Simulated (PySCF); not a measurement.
Computed with B3LYP-D3(BJ)/def2-TZVP // PBE0-D4/def2-TZVP run with PySCF 2.14.0. Isolated molecules, 0 K electronic values unless said otherwise. B3LYP has the VWN-RPA correlation part, as in Gaussian. Excitations are Tamm–Dancoff values on a coarser integration grid. The basis has no diffuse functions, so Rydberg states are missing or too high.

Reference species (SMILES): `BrBBr` (neutral, multiplicity 1).

| Property | Value |
|---|---|
| T1 excitation (TDA) | 4.65 eV |
| HOMO–LUMO gap | 6.06 eV |

Changed species: `BrB(Br)Br` (0 of 3 Br replaced by H; the reference has 1 of 3 Br replaced by H).

What does the change do to the T1 excitation (TDA) and HOMO–LUMO gap?

the T1 excitation (TDA) falls by 0.21 eV, to 4.44 eV; the HOMO–LUMO gap decreases by 0.27 eV, to 5.79 eV.
